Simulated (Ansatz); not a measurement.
CH7FGe2, SMILES `[CH3][GeH]([F])[GeH3]`, relaxed with RKS PBE0-D4/def2-TZVP in Ansatz from a PBE-D4/def2-SVP geometry. The force threshold is 0.005 eV/Å; the program also tests the step.

Charge 0, multiplicity 1.

Start:

```xyz
11

C    -0.730    1.688   -0.110
Ge   -0.773   -0.269   -0.204
F    -1.053   -0.673   -1.910
Ge    1.333   -1.349    0.385
H     0.088    2.083   -0.743
H    -0.570    2.021    0.935
H    -1.692    2.102   -0.471
H    -1.996   -0.859    0.564
H     2.478   -0.809   -0.510
H     1.228   -2.883    0.197
H     1.688   -1.052    1.868
```

```tsv
step	energy (eV)	largest force (eV/Å)	largest move (Å)
1	-116889.3807	0.486	0.000
2	-116889.4085	0.230	0.028
3	-116889.4110	0.061	0.017
4	-116889.4113	0.012	0.010
5	-116889.4114	0.003	0.004
```

End:

```xyz
11

C    -0.727    1.678   -0.113
Ge   -0.764   -0.263   -0.197
F    -1.056   -0.659   -1.881
Ge    1.330   -1.346    0.381
H     0.087    2.063   -0.727
H    -0.579    2.008    0.918
H    -1.672    2.080   -0.481
H    -1.975   -0.846    0.561
H     2.460   -0.799   -0.504
H     1.224   -2.865    0.191
H     1.672   -1.052    1.852
```

Run time 6.5 s (2 threads of an AMD EPYC 7R13 on a shared host and a share of an NVIDIA H100 80 GB); peak host memory 0.9 GiB.
